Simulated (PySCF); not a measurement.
AgF, SMILES [F][Ag], multiplicity 1.

The structure is a stationary point at B3LYP-D3(BJ)/def2-TZVPD. The spin state was assumed, not searched. The def2 effective core potentials stand for the cores of Ag; spin–orbit coupling is left out.

These are r2SCAN/def2-TZVPD (PySCF) values and carry that method's errors.

Isolated molecule, no solvent.

```
Quantity                                                                                                        Value
---------------------------------------------------------------------------------------------  ----------------------
total energy                                                                                       -246.87066 hartree
point group                                                                                                       C∞v
highest occupied level                                                                                       -6.80 eV
lowest empty level                                                                                           -3.93 eV
orbital gap                                                                                                   2.87 eV
dipole moment                                                                                                  5.61 D
quadrupole, principal values (traceless, Buckingham form, about the centre of nuclear charge)   -5.02, 2.51, 2.51 D·Å
mean static polarisability                                                                       26.1 bohr³ (3.87 Å³)
polarisability, principal values                                                               23.1, 23.1, 32.2 bohr³
```
